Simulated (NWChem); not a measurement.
GeNH₂Br, singlet; SMILES [NH2][Ge][Br]

```xyz
5

Ge     0.4237     1.0083     0.0000
Br    -0.0201    -1.3258     0.0000
N     -1.3099     1.5318     0.0000
H     -2.1087     0.9033     0.0000
H     -1.5756     2.5123     0.0000
```
Atoms are numbered in this order, from 1.

Low-valent species are run as closed-shell singlets; no triplet was tried in these runs. Coordinates come from a PBE0/def2-SVP optimisation.

Symmetry labels are those of Cs in the frame above (b1 and b2, or b-type labels, depend on it).

Task: List the 4 lowest vertical singlet excitations from PBE/def2-SVPD, full TDDFT (NWChem).

Result: 
```tsv
state	energy (eV)	oscillator strength	symmetry	leading excitation (squared amplitude)
S1	3.96	0.007	a"	HOMO → LUMO (0.84)
S2	4.51	0.028	a'	HOMO−1 → LUMO (0.87)
S3	4.68	0.019	a"	HOMO−2 → LUMO (0.84)
S4	5.55	0.009	a"	HOMO−1 → LUMO+1 (0.99)
```
